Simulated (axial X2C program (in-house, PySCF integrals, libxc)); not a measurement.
# CaRu: from the spin-free to the two-component result

Calculated with an axial X2C code built on PySCF integrals. Spin-free means the one-electron spin-free X2C Hamiltonian; two-component (2c) means X2C with spin–orbit coupling and atomic mean-field two-electron Coulomb and Gaunt terms, so the difference of the two also holds small scalar two-electron terms. Basis: Ru dyall-cv3z [12s12p8d5f3g], Ca dyall-cv3z [11s12p6d4f] (cores contracted in-house); Gaussian nuclei, density fitting, unrestricted open shells. Masses: Ru 101.904 u, Ca 39.963 u.

Spin-free state: M_S = 2, Λ = 0 (beyond evenly filled blocks: 2 × σα, δ+α, δ-α); fragments Ru + Ca.

| level | Re (Å) | ωe (cm⁻¹) | De (eV) | μ (D) |
| --- | --- | --- | --- | --- |
| PBE0 | 2.838 | 178.1 | 1.197 | 1.04 |
| LDA | 2.643 | 211.9 | 1.978 | 1.41 |

Dipoles are positive if Ca is the positive end.

Two-component determinant lowest at the distance of the search:

Ω = 2 (⟨Sz⟩ = 1.99, ⟨Lz⟩ = 0.01 at PBE0); fragments Ru + Ca.

| level | Re (Å) | ωe (cm⁻¹) | μ (D) |
| --- | --- | --- | --- |
| PBE0 | 2.839 | 177.9 | 1.04 |
| LDA | 2.644 | 211.6 | 1.42 |

**Question.** From the two tables, how do the constants change at the PBE0 level (2c against spin-free)?

**Answer.** At the PBE0 level Re increases by 0.001 Å and ωe doesn't move by more than 0.2 cm⁻¹.

The state is one determinant whose occupation by symmetry is held fixed; it was picked as the lowest of a PBE0 search that is not exhaustive. Dissociation energies refer to the lowest single-determinant-based atoms at the same level and basis. De is not given where an atomic determinant may have missed its ground term or J level, or where the truncated virtual space spoils (T). Density functionals use the spin component along the axis (collinear). PBE0 can misorder states that lie within some tenths of an eV, so this need not be the ground state of the molecule. The nearest other spin-free determinant of the search, M_S = 1, Λ = 0, lies 0.18 eV up at the distance of the search. Without a current term, density functionals place determinants with orbital angular momentum somewhat too high. With several unpaired electrons one determinant need not be a pure state. Open-shell Ω = 0 determinants with evenly filled partner blocks cannot be reached by this program, so the Ω shown need not be the lowest component. At some level and bond length an empty orbital lies below a filled one.
